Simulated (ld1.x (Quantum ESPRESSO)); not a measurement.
**Transferability test, RRKJ potential for Pr**

* Element: Pr (Z = 59)
* Generator: ld1.x (Quantum ESPRESSO) 7.5
* Type: norm-conserving RRKJ (Kleinman–Bylander form)
* Functional: PBE
* Relativity: scalar-relativistic
* Frozen core: [Kr] 4d10
* Valence charge: 13
* Reference configuration: 4f3 5s2 5p6 5d0 6s0 6p0 (charge +2)
* Partial waves: 5p (bound): rc 2.70 bohr; 5d (bound, empty): rc 3.16 bohr; 4f (bound): rc 1.75 bohr; 5s (bound): rc 2.55 bohr
* Local potential: the s channel
* Core correction: none
* rho0: 0.02

Energies are relative to the spin-unpolarised reference configuration 4f3 5s2 5p6 5d0 6s0 6p0; without spin polarisation the order of configurations can differ from experiment. Not all tests gave a result: 1 of 7 tests not solved or not reliable. Left out of the table: 4f3 5s2 5p6 5d0 6s2 6p0 (solver errors, printed error +2.9 eV).

```json
{"valence configuration": "4f2 5s2 5p6 5d0 6s0 6p0", "charge": "+3", "ΔE all-electron (eV)": "21.578", "error AE − PS (meV)": "+439"}
{"valence configuration": "4f3 5s2 5p6 5d0 6s0 6p1", "charge": "+1", "ΔE all-electron (eV)": "-7.732", "error AE − PS (meV)": "-102"}
{"valence configuration": "4f2 5s2 5p6 5d0 6s2 6p0", "charge": "+1", "ΔE all-electron (eV)": "-8.819", "error AE − PS (meV)": "+5279"}
{"valence configuration": "4f3 5s1 5p6 5d0 6s2 6p0", "charge": "+1", "ΔE all-electron (eV)": "27.808", "error AE − PS (meV)": "+4286"}
```

What are ΔE and the potential's error for 4f3 5s2 5p5 5d0 6s2 6p0?

ΔE = 9.763 eV all-electron; the error (AE − PS) is +4065 meV.

What are ΔE and the potential's error for 4f3 5s2 5p6 5d0 6s1 6p0?

ΔE = -10.626 eV all-electron; the error (AE − PS) is +1560 meV.

Levels in the configuration 4f3 5s2 5p6 5d0 6s1 6p0:

```tsv
level	all-electron (eV)	pseudo (eV)
4f	-7.029	-5.839
5s	-44.884	-43.840
5p	-27.318	-26.377
6s	-8.081	-9.140
```

These tests converged, but a pseudo level misses the all-electron one widely, so the file describes the atom poorly there or has found another state: 4f2 5s2 5p6 5d0 6s0 6p0: empty 6s by 4.1 eV; 4f3 5s2 5p5 5d0 6s2 6p0: 4f by 2.7 eV; 4f2 5s2 5p6 5d0 6s2 6p0: 4f by 4.3 eV; 4f3 5s1 5p6 5d0 6s2 6p0: 4f by 2.6 eV.
